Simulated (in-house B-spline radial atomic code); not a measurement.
Results of a calculation; reference values are marked as such.
**What the choice of pseudopotential does to G0W0 on PBE: Sr⁺**

All numbers come from a B-spline radial code for spherical atoms, non-relativistic (model numbers for so heavy an element), configuration [Kr] 5s1, open shells at high spin. Semilocal Troullier-Martins pseudo-atoms, one channel per l, are made with PBE or LDA for several valence sets and radii, with or without a model core, and set against the all-electron atom. One channel fits only the lowest state of its l, so a second state of that l is approximate. All electrons give 5s up: PBE -8.549 eV, G0W0 -11.334 eV. Potentials are made in the ion's own configuration unless the neutral atom is named, and a smooth local potential serves every l without a channel. Potentials that miss their own reference levels by more than 6 millihartree, or need radii over 3.5 bohr, are left out. Columns give pseudo minus all-electron, in eV; a dash marks a level in the core or of low weight.

| valence | made with | radii (bohr) | model core (bohr) | 5s up PBE | 5s up G0W0 |
| --- | --- | --- | --- | --- | --- |
| 4p 5s | PBE | s 3.40 p 1.53 d 2.24 | none | -0.02 | -0.34 |
| 4p 5s | PBE, neutral atom | s 3.40 p 1.73 d 2.65 | none | 0.00 | -0.33 |
| 4p 5s | PBE, neutral atom | s 3.01 p 1.06 d 1.63 | 0.98 | +0.01 | -0.34 |
| 4p 5s | PBE, neutral atom | s 3.40 p 1.33 d 2.04 | 0.98 | 0.00 | -0.33 |
| 4p 5s | PBE, neutral atom | s 3.40 p 1.53 d 2.35 | 0.98 | 0.00 | -0.33 |
| 4p 5s | PBE, neutral atom | s 3.40 p 1.73 d 2.65 | 0.98 | 0.00 | -0.33 |
| 4s 4p 5s | PBE | s 1.23 p 1.33 d 1.95 | none | -0.04 | -0.04 |
| 4s 4p 5s | PBE | s 0.98 p 1.06 d 1.56 | 0.89 | -0.11 | -0.13 |
| 4s 4p 5s | PBE, neutral atom | s 1.41 p 1.53 d 2.35 | 0.89 | -0.06 | -0.07 |
| 3d 4s 4p 5s | PBE, neutral atom | s 1.10 p 1.20 d 1.01 | none | -0.06 | -0.13 |
| 3d 4s 4p 5s | PBE | s 1.23 p 1.33 d 1.13 | none | -0.04 | -0.09 |
| 3d 4s 4p 5s | PBE, neutral atom | s 1.41 p 1.53 d 1.30 | none | -0.06 | -0.12 |
| 3d 4s 4p 5s | PBE, neutral atom | s 1.23 p 1.33 d 1.13 | 0.23 | -0.05 | -0.10 |
| 3d 4s 4p 5s | PBE, neutral atom | s 1.41 p 1.53 d 1.30 | 0.23 | -0.06 | -0.12 |

(1) How does the G0W0 shift of 5s up, which all sets hold, depend on the valence set?

Answers

(1) Mean size: 4s 4p 5s: 0.08 eV; 3d 4s 4p 5s: 0.11 eV; 4p 5s: 0.33 eV. A larger valence set can do worse when it takes only part of a shell, whose exchange with the frozen rest is then left to the functional. The means mix radii and the functional used in making the potentials.
